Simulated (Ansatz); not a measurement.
Li₅Al₅⁺. The state is a doublet with charge 1. Geometry PBE0-D4/def2-SVP; atoms count from 1.

```xyz
10

Li   -1.590   -2.865    0.699
Li    1.114    3.194   -1.463
Li    2.006   -0.511   -2.076
Li    2.061    0.577    1.641
Li   -1.422    2.218    1.286
Al    1.050   -1.655    0.247
Al   -0.661   -1.409   -1.640
Al   -0.588   -0.350    1.854
Al    0.287    0.942   -0.472
Al   -2.257   -0.141   -0.077
```

Another isomer (doublet) lies 0.43 eV lower at PBE0-D4/def2-TZVP; other spin states weren't run for this one.

Question: Estimate the Mulliken populations from the PBE0/def2-TZVP orbitals of Ansatz.

Answer: 
```tsv
atom	charge (e)	spin (α − β)
Li1	0.64	0.02
Li2	0.72	-0.01
Li3	0.69	-0.01
Li4	0.70	0.02
Li5	0.69	-0.01
Al6	-0.41	0.13
Al7	-0.11	0.13
Al8	-0.41	0.13
Al9	-1.41	0.48
Al10	-0.11	0.13
```
Mulliken values and Mayer orders depend strongly on the basis.

Question: Where does the spin sit?

Answer: Summed by element: Li 0.01, Al 0.99, of 1 unpaired in all. Largest on single atoms: Al9 0.48, Al6 0.13, Al10 0.13.

Question: And the Mayer bond orders between bonded heavy atoms (over 0.3)?

Answer: Li2–Al9 0.44 (2.60 Å); Al6–Al7 0.71 (2.56 Å); Al6–Al8 0.57 (2.64 Å); Al6–Al9 0.59 (2.80 Å); Al7–Al9 0.49 (2.79 Å); Al7–Al10 0.60 (2.57 Å); Al8–Al9 0.59 (2.80 Å); Al8–Al10 0.71 (2.56 Å); Al9–Al10 0.49 (2.79 Å). Values over 0.3 also appear between atoms too far apart for a bond (Al6–Al10 0.40 at 3.65 Å; Al7–Al8 0.40 at 3.65 Å); they arise where an orbital or an unpaired electron spreads over both atoms.
